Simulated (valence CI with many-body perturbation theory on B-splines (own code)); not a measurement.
**E1 line list for Pd³⁸⁺**

Calculated by valence CI with perturbative core correlation (CI+MBPT): six valence electrons over a frozen Dirac-Fock core [He], radial functions for each j: 9 s, 9 p, 8 d, 6 f, 3 g, 1 h, with the one-electron correlation potential Σ1 (screened to all orders), the two-electron term Σ2, the three-electron term Σ3, Breit, model QED; selected single and double excitations, second order for the rest, scaled by the run's own slope (own B-spline code, finite nucleus).

The last digits are not significant, and no measured levels were compared; by estimate large intervals hold to a few tenths of a per cent, small ones and those within an open d or f shell to about a per cent. Among the levels kept, up to 2200 cm⁻¹ of a level comes from second order outside the variational space, and about a tenth of that is noise between levels of different J, which matters for small intervals.

Lines 1 to 50 of 225 in falling wavelength, among levels below 258.83 Ry, chosen from the strongest by gf and those to the six lowest levels. Wavelengths and rates use the calculated energies. Electric multipoles are in the length gauge, E1 and E2 with the static RPA response of the core. Weak lines are less certain than strong ones. Lines between different terms over intervals too small for the method are left out, as are lines whose strength nearly cancels. The highest levels of a list are the least certain.

Levels are named by their leading jj configuration (3d3/2^4 stands for four electrons in 3d with j = 3/2), which in mixed levels can hold well under half, so a name can repeat and another be missing. Letters in brackets count levels of one name in rising energy.

| λ vac (Å) | Upper | Lower | A (s⁻¹) | log gf | Branch % |
| --- | --- | --- | --- | --- | --- |
| 217.1 | (2s^2 2p1/2 2p3/2^2 3p1/2) J=1 [b] | (2s^2 2p1/2 2p3/2^2 3s) J=1 [b] | 3.12e+09 | -1.18 | 1.8 |
| 217.1 | (2s^2 2p1/2^2 2p3/2 3p1/2) J=2 | (2s^2 2p1/2^2 2p3/2 3s) J=1 | 2.37e+09 | -1.08 | 1.6 |
| 215.9 | (2s^2 2p1/2 2p3/2^2 3p1/2) J=3 | (2s^2 2p1/2 2p3/2^2 3s) J=2 [b] | 2.65e+09 | -0.89 | 2.5 |
| 206.2 | (2s^2 2p1/2 2p3/2^2 3p1/2) J=2 [a] | (2s^2 2p1/2 2p3/2^2 3s) J=1 [a] | 2.39e+09 | -1.12 | 3.2 |
| 205.8 | (2s^2 2p1/2 2p3/2^2 3p1/2) J=1 [a] | (2s^2 2p1/2 2p3/2^2 3s) J=2 [a] | 5.23e+09 | -1.00 | 7.2 |
| 202.4 | (2s^2 2p1/2^2 2p3/2 3p1/2) J=1 | (2s^2 2p1/2^2 2p3/2 3s) J=2 | 5.41e+09 | -1.00 | 4.5 |
| 199.2 | (2s^2 2p1/2 2p3/2^2 3p1/2) J=3 | (2s^2 2p1/2 2p3/2^2 3s) J=3 | 3.39e+09 | -0.85 | 3.2 |
| 196.9 | (2s^2 2p1/2^2 2p3/2 3p1/2) J=2 | (2s^2 2p1/2^2 2p3/2 3s) J=2 | 4.33e+09 | -0.90 | 3.0 |
| 194.6 | (2s 2p1/2^2 2p3/2^3) J=1 | (2s^2 2p3/2^4) J=0 | 4.37e+07 | -3.13 | 0.0 |
| 186.0 | (2s^2 2p1/2 2p3/2^2 3p1/2) J=2 [a] | (2s^2 2p1/2 2p3/2^2 3s) J=2 [a] | 4.01e+09 | -0.98 | 5.4 |
| 171.9 | (2s^2 2p1/2 2p3/2^2 3d3/2) J=4 | (2s^2 2p1/2 2p3/2^2 3p3/2) J=4 | 1.72e+09 | -1.16 | 4.7 |
| 171.1 | (2s^2 2p1/2 2p3/2^2 3d3/2) J=2 [c] | (2s^2 2p1/2 2p3/2^2 3p3/2) J=2 [b] | 2.21e+09 | -1.31 | 0.0 |
| 170.5 | (2s^2 2p1/2^2 2p3/2 3d3/2) J=3 | (2s^2 2p1/2^2 2p3/2 3p3/2) J=3 | 2.26e+09 | -1.16 | 0.7 |
| 166.0 | (2s^2 2p1/2^2 2p3/2 3d5/2) J=2 | (2s^2 2p1/2^2 2p3/2 3p3/2) J=2 | 3.92e+09 | -1.09 | 0.0 |
| 164.1 | (2s^2 2p1/2 2p3/2^2 3d5/2) J=2 [a] | (2s^2 2p1/2 2p3/2^2 3p3/2) J=1 [b] | 2.99e+09 | -1.22 | 0.0 |
| 163.7 | (2s^2 2p1/2 2p3/2^2 3p1/2) J=2 [b] | (2s^2 2p1/2 2p3/2^2 3s) J=2 [b] | 2.19e+09 | -1.36 | 0.4 |
| 161.8 | (2s^2 2p1/2^2 2p3/2 3d5/2) J=1 | (2s^2 2p1/2^2 2p3/2 3p3/2) J=0 | 6.10e+09 | -1.14 | 0.0 |
| 158.2 | (2s^2 2p1/2 2p3/2^2 3d3/2) J=3 [a] | (2s^2 2p1/2 2p3/2^2 3p3/2) J=3 [a] | 2.49e+09 | -1.18 | 0.0 |
| 155.3 | (2s^2 2p1/2 2p3/2^2 3d5/2) J=3 [b] | (2s^2 2p1/2 2p3/2^2 3p3/2) J=2 [b] | 8.22e+09 | -0.68 | 0.0 |
| 154.1 | (2s^2 2p1/2 2p3/2^2 3d5/2) J=1 [a] | (2s^2 2p1/2 2p3/2^2 3p3/2) J=1 [a] | 4.88e+09 | -1.28 | 0.0 |
| 153.9 | (2s^2 2p1/2 2p3/2^2 3p1/2) J=2 [b] | (2s^2 2p1/2 2p3/2^2 3s) J=3 | 1.07e+10 | -0.72 | 1.8 |
| 152.1 | (2s^2 2p1/2 2p3/2^2 3d5/2) J=4 [b] | (2s^2 2p1/2 2p3/2^2 3p3/2) J=4 | 2.51e+09 | -1.11 | 14.5 |
| 149.7 | (2s^2 2p1/2^2 2p3/2 3d5/2) J=4 | (2s^2 2p1/2^2 2p3/2 3p3/2) J=3 | 1.48e+10 | -0.35 | 90.6 |
| 149.3 | (2s^2 2p1/2 2p3/2^2 3d5/2) J=5 | (2s^2 2p1/2 2p3/2^2 3p3/2) J=4 | 1.48e+10 | -0.26 | 98.8 |
| 149.3 | (2s^2 2p1/2 2p3/2^2 3d5/2) J=4 [b] | (2s^2 2p1/2 2p3/2^2 3p3/2) J=3 [b] | 1.17e+10 | -0.45 | 68.0 |
| 148.9 | (2s^2 2p1/2 2p3/2^2 3d5/2) J=4 [a] | (2s^2 2p1/2 2p3/2^2 3p3/2) J=3 [a] | 1.44e+10 | -0.37 | 92.5 |
| 148.9 | (2s^2 2p1/2 2p3/2^2 3d5/2) J=3 [a] | (2s^2 2p1/2 2p3/2^2 3p3/2) J=2 [a] | 1.12e+10 | -0.58 | 0.1 |
| 147.3 | (2s^2 2p1/2 2p3/2^2 3d5/2) J=1 [b] | (2s^2 2p1/2 2p3/2^2 3p3/2) J=1 [b] | 4.39e+09 | -1.37 | 0.0 |
| 147.3 | (2s^2 2p1/2 2p3/2^2 3d5/2) J=2 [b] | (2s^2 2p1/2 2p3/2^2 3p3/2) J=2 [b] | 2.86e+09 | -1.33 | 0.0 |
| 146.6 | (2s^2 2p1/2 2p3/2^2 3p1/2) J=0 | (2s^2 2p1/2 2p3/2^2 3s) J=1 [b] | 1.86e+10 | -1.22 | 4.2 |
| 144.7 | (2s^2 2p1/2^2 2p3/2 3d5/2) J=3 | (2s^2 2p1/2^2 2p3/2 3p3/2) J=2 | 1.41e+10 | -0.51 | 0.0 |
| 138.9 | (2s^2 2p1/2^2 2p3/2 3d5/2) J=2 | (2s^2 2p1/2^2 2p3/2 3p3/2) J=1 | 1.04e+10 | -0.82 | 0.0 |
| 132.1 | (2s^2 2p1/2 2p3/2^2 3d5/2) J=1 [a] | (2s^2 2p1/2 2p3/2^2 3p3/2) J=0 | 6.61e+09 | -1.28 | 0.0 |
| 126.1 | (2s^2 2p1/2 2p3/2^2 3p1/2) J=2 [b] | (2s^2 2p1/2 2p3/2^2 3s) J=2 [a] | 3.62e+09 | -1.37 | 0.6 |
| 125.1 | (2s^2 2p1/2 2p3/2^2 3p3/2) J=1 [a] | (2s^2 2p1/2 2p3/2^2 3s) J=2 [b] | 1.18e+10 | -1.08 | 7.0 |
| 122.1 | (2s^2 2p1/2 2p3/2^2 3p3/2) J=2 [a] | (2s^2 2p1/2 2p3/2^2 3s) J=1 [a] | 1.61e+10 | -0.74 | 9.0 |
| 121.9 | (2s^2 2p1/2 2p3/2^2 3p3/2) J=0 | (2s^2 2p1/2 2p3/2^2 3s) J=1 [a] | 2.91e+10 | -1.19 | 14.4 |
| 121.4 | (2s^2 2p1/2 2p3/2^2 3p3/2) J=3 [b] | (2s^2 2p1/2 2p3/2^2 3s) J=2 [b] | 1.50e+10 | -0.63 | 10.2 |
| 121.1 | (2s^2 2p1/2^2 2p3/2 3p3/2) J=1 | (2s^2 2p1/2^2 2p3/2 3s) J=1 | 2.52e+10 | -0.78 | 14.8 |
| 120.7 | (2s^2 2p1/2 2p3/2^2 3d3/2) J=2 [b] | (2s^2 2p1/2 2p3/2^2 3p1/2) J=1 [b] | 4.04e+09 | -1.36 | 0.0 |
| 119.8 | (2s^2 2p1/2 2p3/2^2 3d5/2) J=3 [b] | (2s^2 2p1/2 2p3/2^2 3p3/2) J=3 [b] | 8.38e+09 | -0.90 | 0.0 |
| 119.1 | (2s^2 2p1/2 2p3/2^2 3p3/2) J=2 [b] | (2s^2 2p1/2 2p3/2^2 3s) J=1 [b] | 7.95e+09 | -1.07 | 0.9 |
| 118.1 | (2s^2 2p1/2^2 2p3/2 3d5/2) J=1 | (2s^2 2p1/2^2 2p3/2 3p3/2) J=1 | 1.27e+10 | -1.10 | 0.0 |
| 117.6 | (2s^2 2p1/2 2p3/2^2 3d3/2) J=3 [a] | (2s^2 2p1/2 2p3/2^2 3p1/2) J=3 | 2.74e+09 | -1.40 | 0.0 |
| 117.2 | (2s^2 2p1/2 2p3/2^2 3d3/2) J=2 [b] | (2s^2 2p1/2 2p3/2^2 3p1/2) J=2 [b] | 9.78e+09 | -1.00 | 0.0 |
| 116.6 | (2s^2 2p1/2 2p3/2^2 3d5/2) J=2 [a] | (2s^2 2p1/2 2p3/2^2 3p3/2) J=2 [a] | 4.18e+09 | -1.37 | 0.0 |
| 115.9 | (2s^2 2p1/2 2p3/2^2 3p3/2) J=3 [b] | (2s^2 2p1/2 2p3/2^2 3s) J=3 | 1.69e+10 | -0.62 | 11.5 |
| 115.8 | (2s^2 2p1/2 2p3/2^2 3p3/2) J=3 [a] | (2s^2 2p1/2 2p3/2^2 3s) J=2 [a] | 3.50e+10 | -0.31 | 21.5 |
| 115.6 | (2s^2 2p1/2 2p3/2^2 3d3/2) J=3 [b] | (2s^2 2p1/2 2p3/2^2 3p1/2) J=2 [b] | 1.09e+10 | -0.82 | 0.0 |
| 114.7 | (2s^2 2p1/2^2 2p3/2 3p3/2) J=3 | (2s^2 2p1/2^2 2p3/2 3s) J=2 | 3.90e+10 | -0.27 | 32.2 |

Task: How does gf follow from A for the line at 115.6 Å?

Result: gf = 1.4992 × (2J+1)_upper × A / σ², with σ = 865196 cm⁻¹ and 2J+1 = 7: gf = 0.152.
